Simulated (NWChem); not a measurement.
Species: C$_{2}$H$_{6}$Si, singlet; SMILES C[Si]C

```xyz
9

Si     0.0000     0.0000     0.7609
C     -1.4495    -0.0060    -0.5017
H     -2.4122    -0.2676    -0.0500
H     -1.2757    -0.6506    -1.3743
H     -1.5451     1.0223    -0.8915
C      1.4495     0.0060    -0.5017
H      1.2757     0.6506    -1.3743
H      1.5451    -1.0223    -0.8915
H      2.4122     0.2676    -0.0500
```
Atoms are numbered in this order, from 1.

Computed with NWChem. Low-valent species are run as closed-shell singlets; no triplet was tried in these runs. Coordinates come from a B3LYP/6-31G* (spherical d) optimisation. Total energies compare along this basis series because the functional is fixed.

| level | basis functions | energy (Ha) | highest occupied level (eV) | orbital gap (eV) | dipole (D) |
|---|---|---|---|---|---|
| B3LYP/STO-3G | 25 | -364.9672 | -2.92 | 4.41 | 0.04 |
| B3LYP/def2-SVP | 76 | -369.1375 | -5.74 | 3.50 | 1.24 |
| B3LYP/def2-SVPD | 112 | -369.1447 | -5.85 | 3.51 | 1.21 |
| B3LYP/def2-TZVP | 135 | -369.3316 | -5.83 | 3.50 | 1.14 |
| B3LYP/def2-TZVPD | 171 | -369.3325 | -5.87 | 3.51 | 1.16 |
| B3LYP/def2-TZVPP | 188 | -369.3341 | -5.83 | 3.50 | 1.14 |
